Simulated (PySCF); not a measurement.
**Calculated properties of `COC[SiH2]B(F)F`**

C₂H₇BF₂OSi.
Z-matrix (Å and degrees, PBE0-D3(BJ)/def2-SVP geometry), rows numbered from 1:
```
C 
O   1  1.3963
C   2  1.4053  1  113.97
Si  3  1.8994  2  104.82  1   178.91
B   4  2.0267  3  101.93  2   -46.17
F   5  1.3179  4  124.33  3   121.85
F   5  1.3216  4  119.50  3   -56.78
H   1  1.1075  2  111.64  3    60.91
H   1  1.0990  2  107.93  3  -179.72
H   1  1.1076  2  111.74  3   -60.25
H   3  1.1106  2  111.27  1    60.87
H   3  1.1090  2  111.83  1   -58.45
H   4  1.4927  3  111.53  2    73.75
H   4  1.4973  3  110.26  2  -164.76
```

Some functional groups and rings: ether, Si–H bond, C–Si bond and three-coordinate boron.

**PBE0-D3(BJ)/def2-SVP geometry optimisation, gas phase (PySCF)**

```yaml
Point_group: C1
Rotational_constants_A_B_C: 2.788, 1.258, 1.066 GHz
```

From CAM-B3LYP/def2-SVPD ground state, ΔSCF and vertical TDDFT (core frozen in the response) (PySCF):

```yaml
Dipole_moment: 2.46 D
HOMO_energy: -9.35 eV
LUMO_energy: 0.25 eV
HOMO–LUMO_gap: 9.60 eV
Lowest_singlet_excitation: 6.61 eV (188 nm, f = 0.018)
Strongest_line_among_the_10_lowest_singlet_transitions: S9 at 8.51 eV (146 nm, f = 0.081)
Lowest_triplet_excitation_Tamm–Dancoff: 5.39 eV
Static_isotropic_polarisability: 72.1 au
Vertical_ionisation_energy: 10.23 eV
Electronic_spatial_extent_⟨r²⟩_about_the_centre_of_nuclear_charge: 1140 bohr²
```

KT3/pcSseg-2 ground state and GIAO shieldings, non-relativistic (PySCF):

```yaml
13C_chemical_shifts_computed_TMS_as_zero_by_class: 65.5 (C1), 63.1 (C3) ppm
1H_chemical_shifts_computed_TMS_as_zero_by_class: 3.76 (H13/H14), 3.43 (H11/H12), 3.37 (H8/H9/H10) ppm
Isotropic_shieldings_of_nuclei_other_than_C_and_H_by_class: 71 (B5), 300 (O2), 200 (F6/F7), 436 (Si4) ppm
```

Monoisotopic mass from the formula: 124.0327 u.

The 10 singlets span 6.61 to 8.56 eV, and their oscillator strengths add up to 0.29. With B = h/(8π²I), that is 505.379 GHz u Å² over I, the principal moments of inertia are 181.3, 401.7 and 473.9 u Å² (most abundant isotopes). The polarisability is 10.69 Å³ as a volume (1 au = 0.148185 Å³), or 1.13 au for each of the 64 electrons. The rotational constants make it an asymmetric top with κ = (2B − A − C)/(A − C) = -0.78, nearer the prolate limit (−1). A dipole of 2.46 D is allowed in C1, and pure rotational transitions are dipole-allowed. No computed singlet falls in the visible range (750 to 380 nm, 1.65 to 3.26 eV); S1 lies 3.35 eV above its blue end.

 NMR classes are plain means over equivalent atoms (diastereotopic ones count apart unless rotation or inversion swaps them), as if these changed places fast; in this geometry the members of some classes differ.

One conformer stands for the species.
